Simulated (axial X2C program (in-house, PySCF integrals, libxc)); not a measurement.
## Which molecule has these constants?

Computed with an axial X2C code built on PySCF integrals, spin-free (one-electron X2C) or two-component (2c: spin–orbit coupling with atomic mean-field Coulomb and Gaunt terms, which also bring small scalar terms), in Dyall basis sets with cores contracted in-house; open shells are unrestricted.

A two-component PBE0 calculation in a Dyall 3-zeta basis gave Re = 1.613 Å, ωe = 1075.0 cm⁻¹, De = 4.68 eV, Ω = 3/2.

Question: Which molecule is it?
A. MoSe⁺
B. MoS⁺
C. MoO⁺

Answer: C. The others have MoS⁺ 2.059 Å and 516.1 cm⁻¹ (Ω = 3/2); MoSe⁺ 2.223 Å and 315.0 cm⁻¹ (Ω = 3/2).

Each entry is the lowest single determinant of a limited PBE0 search at one distance. De goes to single-determinant-based atoms at the same level (for ions the charge split of lowest energy) and is withheld (n/a) where an atom does not fit its ground term or J level. Main or longest-lived isotopes. One determinant is a doubtful description, or other states lie close, for MoO⁺, MoS⁺, MoSe⁺; these need not be ground states, and all values refer to the states named. With several unpaired electrons the Ω given is that of one determinant, not necessarily of the lowest component. Some light 2c atoms are not at their ground J level, so De misses part of their lowering (0.04 eV or less). The functionals have no current term, which raises determinants with orbital currents.
